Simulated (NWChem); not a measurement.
Program: NWChem. System: HCl₂Si, charge -1, spin multiplicity 1, at the geometry of a parent with another charge or spin, in a state set for the comparison that need not be this species' ground state. Level: RHF/def2-SVPD.

Input file:

```
start mol
memory heap 200 mb stack 900 mb global 1100 mb
charge -1
geometry units angstroms nocenter noautoz
  Cl     0.338899    -0.168459     1.693093
  Si    -0.679077     0.426938     0.000000
  Cl     0.338899    -0.168459    -1.693093
  H     -2.015489    -0.249524     0.000000
  symmetry group Cs
end
basis spherical
  * library def2-svpd
end
scf
  rhf
  nopen 0
  maxiter 100
  thresh 1e-7
  semidirect memsize 60000000 filesize 0
end
task scf energy
```

Part of the output:

```
             Northwest Computational Chemistry Package (NWChem) 7.3.0
             --------------------------------------------------------

                                NWChem Input Module
                                -------------------

 Scaling coordinates for geometry "geometry" by  1.889725989
 (inverse scale =  0.529177249)

 Turning off AUTOSYM since
 SYMMETRY directive was detected!

                             Geometry "geometry" -> ""
                             -------------------------

 Output coordinates in angstroms (scale by  1.889725989 to convert to a.u.)

  No.       Tag          Charge          X              Y              Z
 ---- ---------------- ---------- -------------- -------------- --------------
    1 Cl                  17.0000     0.33889900    -0.16845900     1.69309300
    2 Si                  14.0000    -0.67907700     0.42693800     0.00000000
    3 Cl                  17.0000     0.33889900    -0.16845900    -1.69309300
    4 H                    1.0000    -2.01548900    -0.24952400     0.00000000

 Effective nuclear repulsion energy (a.u.)     178.3899072302

            Nuclear Dipole moment (a.u.)
            ----------------------------
        X                 Y               Z
 ---------------- ---------------- ----------------
    -0.0000018897     0.0000037795     0.0000000000

      Symmetry information
      --------------------

 Group name             Cs
 Group number              2
 Group order               2
 No. of unique centers     3

      Symmetry unique atoms

     1    2    4


 Summary of "ao basis" -> "" (spherical)
 ------------------------------------------------------------------------------
       Tag                 Description            Shells   Functions and Types
 ---------------- ------------------------------  ------  ---------------------
 *                         def2-svpd                  on all atoms

 Summary of "ao basis" -> "ao basis" (spherical)
 ------------------------------------------------------------------------------
       Tag                 Description            Shells   Functions and Types
 ---------------- ------------------------------  ------  ---------------------
 Cl                        def2-svpd                11       27   5s4p2d
 Si                        def2-svpd                10       24   5s3p2d
 H                         def2-svpd                 4        8   2s2p

                                 NWChem SCF Module
                                 -----------------

  ao basis        = "ao basis"
  functions       =    86
  atoms           =     4
  closed shells   =    25
  open shells     =     0
  charge          =  -1.00
  wavefunction    = RHF
  use symmetry    = T
  symmetry adapt  = T

 Summary of "ao basis" -> "ao basis" (spherical)
 ------------------------------------------------------------------------------
       Tag                 Description            Shells   Functions and Types
 ---------------- ------------------------------  ------  ---------------------
 Cl                        def2-svpd                11       27   5s4p2d
 Si                        def2-svpd                10       24   5s3p2d
 H                         def2-svpd                 4        8   2s2p

      Symmetry analysis of basis
      --------------------------

        a'         50
        a"         36

 Forming initial guess at       0.1s

      Superposition of Atomic Density Guess
      -------------------------------------

 Sum of atomic energies:       -1207.89734045

 Renormalizing density from      49.00 to     50

      Non-variational initial energy
      ------------------------------

 Total energy =   -1223.446339
 1-e energy   =   -2067.403989
 2-e energy   =     665.567743
 HOMO         =       0.125181
 LUMO         =       0.242084

      Symmetry analysis of molecular orbitals - initial
      -------------------------------------------------

  Numbering of irreducible representations:

     1 a'          2 a"

  Orbital symmetries:

     1 a"          2 a'          3 a'          4 a'          5 a"
     6 a'          7 a"          8 a'          9 a"         10 a'
    11 a"         12 a'         13 a'         14 a"         15 a'
    16 a'         17 a"         18 a'         19 a'         20 a"
    21 a'         22 a"         23 a'         24 a"         25 a'
    26 a'         27 a"         28 a'         29 a'         30 a'
    31 a"         32 a"         33 a'         34 a"         35 a'

 Starting SCF solution at       0.6s

 ----------------------------------------------
         Quadratically convergent ROHF

 Convergence threshold     :          1.000E-07
 Maximum no. of iterations :          100
 Final Fock-matrix accuracy:          1.000E-09
 ----------------------------------------------

              iter       energy          gnorm     gmax       time
             ----- ------------------- --------- --------- --------
                 1    -1208.0867504130  1.53D+00  2.71D-01      0.6
                 2    -1208.2196669461  2.17D-01  3.94D-02      0.7
                 3    -1208.2243415936  1.87D-02  4.22D-03      0.9
                 4    -1208.2244267782  2.31D-04  5.86D-05      1.1
                 5    -1208.2244267895  2.01D-08  5.63D-09      2.4

       Final RHF  results
       ------------------

         Total SCF energy =  -1208.224426789503
      One-electron energy =  -2037.235755267668
      Two-electron energy =    650.621421247987
 Nuclear repulsion energy =    178.389907230177

        Time for solution =      1.8s

       Symmetry analysis of molecular orbitals - final
       -----------------------------------------------

  Numbering of irreducible representations:

     1 a'          2 a"

  Orbital symmetries:

     1 a"          2 a'          3 a'          4 a"          5 a'
     6 a'          7 a"          8 a'          9 a"         10 a'
    11 a"         12 a'         13 a"         14 a'         15 a'
    16 a'         17 a"         18 a'         19 a"         20 a'
    21 a'         22 a"         23 a"         24 a'         25 a'
    26 a'         27 a"         28 a'         29 a'         30 a'
    31 a"         32 a"         33 a'         34 a"         35 a'

             Final eigenvalues
             -----------------

              1
    1 -104.6115
    2 -104.6114
    3  -68.5823
    4  -10.3744
    5  -10.3743
    6   -7.8489
    7   -7.8489
    8   -7.8467
    9   -7.8467
   10   -7.8465
   11   -7.8465
   12   -5.9487
   13   -4.0581
   14   -4.0564
   15   -4.0543
   16   -0.9247
   17   -0.9010
   18   -0.4894
   19   -0.3588
   20   -0.3504
   21   -0.3176
   22   -0.2911
   23   -0.2771
   24   -0.2747
   25   -0.0561
   26    0.2285
   27    0.2395
   28    0.2559
   29    0.2776
   30    0.2813
   31    0.2909
   32    0.2958
   33    0.3040
   34    0.3284
   35    0.3539

                       ROHF Final Molecular Orbital Analysis
                       -------------------------------------

 Vector   23  Occ=2.000000D+00  E=-2.770777D-01  Symmetry=a"
              MO Center=  2.9D-01, -1.4D-01,  2.1D-13, r^2= 4.2D+00
   Bfn.  Coefficient  Atom+Function         Bfn.  Coefficient  Atom+Function
  ----- ------------  ---------------      ----- ------------  ---------------
    14      0.339901  1 Cl pz                65      0.339901  3 Cl pz
    12     -0.258501  1 Cl px                63      0.258501  3 Cl px
    11      0.246799  1 Cl pz                62      0.246799  3 Cl pz
     9     -0.186785  1 Cl px                60      0.186785  3 Cl px
    13      0.165112  1 Cl py                64     -0.165112  3 Cl py

 Vector   24  Occ=2.000000D+00  E=-2.746999D-01  Symmetry=a'
              MO Center= -2.9D-01, -1.2D-01, -1.4D-14, r^2= 4.2D+00
   Bfn.  Coefficient  Atom+Function         Bfn.  Coefficient  Atom+Function
  ----- ------------  ---------------      ----- ------------  ---------------
    12      0.387072  1 Cl px                63      0.387072  3 Cl px
     9      0.273623  1 Cl px                60      0.273623  3 Cl px
    79      0.256310  4 H  s                 31      0.189485  2 Si s
     6      0.158842  1 Cl px                57      0.158842  3 Cl px

 Vector   25  Occ=2.000000D+00  E=-5.605301D-02  Symmetry=a'
              MO Center= -6.6D-01,  8.8D-01, -2.9D-14, r^2= 3.2D+00
   Bfn.  Coefficient  Atom+Function         Bfn.  Coefficient  Atom+Function
  ----- ------------  ---------------      ----- ------------  ---------------
    32      0.661175  2 Si s                 40      0.403266  2 Si py
    30      0.368160  2 Si s                 37      0.303450  2 Si py
    13     -0.217414  1 Cl py                64     -0.217414  3 Cl py
    29      0.211488  2 Si s                  5     -0.168034  1 Cl s
    56     -0.168034  3 Cl s                 34     -0.160583  2 Si py

 Vector   26  Occ=0.000000D+00  E= 2.285409D-01  Symmetry=a'
              MO Center=  1.5D+00, -1.0D+00,  9.9D-15, r^2= 1.4D+01
   Bfn.  Coefficient  Atom+Function         Bfn.  Coefficient  Atom+Function
  ----- ------------  ---------------      ----- ------------  ---------------
    32      4.854122  2 Si s                  5     -2.035422  1 Cl s
    56     -2.035422  3 Cl s                 15      1.262518  1 Cl px
    66      1.262518  3 Cl px                17      1.116352  1 Cl pz
    68     -1.116352  3 Cl pz                16     -0.857930  1 Cl py
    67     -0.857930  3 Cl py                31      0.651535  2 Si s

 Vector   27  Occ=0.000000D+00  E= 2.395155D-01  Symmetry=a"
              MO Center=  8.4D-01, -6.4D-01, -2.0D-14, r^2= 1.8D+01
   Bfn.  Coefficient  Atom+Function         Bfn.  Coefficient  Atom+Function
  ----- ------------  ---------------      ----- ------------  ---------------
    17      1.717795  1 Cl pz                68      1.717795  3 Cl pz
     5     -1.286809  1 Cl s                 56      1.286809  3 Cl s
    41      0.656541  2 Si pz                15      0.427081  1 Cl px
    16     -0.425294  1 Cl py                66     -0.427081  3 Cl px
    67      0.425294  3 Cl py                48      0.244722  2 Si d -1

 Vector   28  Occ=0.000000D+00  E= 2.558787D-01  Symmetry=a'
              MO Center= -1.6D+00,  3.0D-01, -1.1D-14, r^2= 1.1D+01
   Bfn.  Coefficient  Atom+Function         Bfn.  Coefficient  Atom+Function
  ----- ------------  ---------------      ----- ------------  ---------------
    31      4.059897  2 Si s                 32     -3.749256  2 Si s
    39     -0.678077  2 Si px                15      0.628401  1 Cl px
    66      0.628401  3 Cl px                51     -0.437558  2 Si d  2
    80     -0.377294  4 H  s                 40     -0.365486  2 Si py
     5      0.318482  1 Cl s                 56      0.318482  3 Cl s

 center of mass
 --------------
 x =   0.05104477 y =  -0.00169439 z =   0.00000000

 moments of inertia (a.u.)
 ------------------
         741.452238669579          41.405481815489           0.000000000000
          41.405481815489         805.048780082005           0.000000000000
           0.000000000000           0.000000000000         114.640740506096

  Mulliken analysis of the total density
  --------------------------------------

    Atom       Charge   Shell Charges
 -----------   ------   -------------------------------------------------------
    1 Cl  17    17.60   2.00  1.99  1.20  0.76 -0.03  5.94  2.10  3.35  0.23  0.02  0.05
    2 Si  14    13.54   2.00  1.99  1.08 -0.19  0.53  5.94  1.05  0.90  0.22  0.03
    3 Cl  17    17.60   2.00  1.99  1.20  0.76 -0.03  5.94  2.10  3.35  0.23  0.02  0.05
    4 H    1     1.25   0.75  0.37  0.01  0.12

       Multipole analysis of the density wrt the origin
       ------------------------------------------------

     L   x y z        total         open         nuclear
     -   - - -        -----         ----         -------
     0   0 0 0     -1.000000      0.000000     49.000000

     1   1 0 0      0.473866      0.000000     -0.000002
     1   0 1 0     -0.888954      0.000000      0.000004
     1   0 0 1     -0.000000      0.000000      0.000000

     2   2 0 0    -35.415729      0.000000     51.506246
     2   1 1 0      2.205209      0.000000    -19.630497
     2   1 0 1      0.000000      0.000000      0.000000
     2   0 2 0    -38.192371      0.000000     12.780817
     2   0 1 1     -0.000000      0.000000      0.000000
     2   0 0 2    -39.703238      0.000000    348.047258

 Task  times  cpu:        2.4s     wall:        2.4s

 Total times  cpu:        2.4s     wall:        2.4s
```
